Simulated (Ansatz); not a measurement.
Cartesian coordinates (Å):
SMILES: [InH]([F])[F]
```xyz
4

F      1.6509    -0.8194    -0.0405
In    -0.0174     0.1576    -0.0003
F     -1.4314    -1.1608     0.0441
H     -0.2020     1.8227    -0.0034
```
Charge 0, multiplicity 1.

Calculation: frozen-core CCSD(T)/def2-TZVPP // CAM-B3LYP-D3(BJ)/def2-TZVP (Ansatz, a quantum-chemistry and plane-wave program).

- HF energy = -388.80890 Ha
- MP2 correlation energy = -0.78858 Ha

Problem. Estimate the CCSD correlation energy, the (T) correction, the total energy and the T1 diagnostic.

Solution. 
| Item | Result |
|---|---|
| CCSD correlation energy | -0.78482 Ha |
| (T) correction | -0.02264 Ha |
| CCSD(T) total energy | -389.61635 Ha |
| T1 diagnostic | 0.017 |
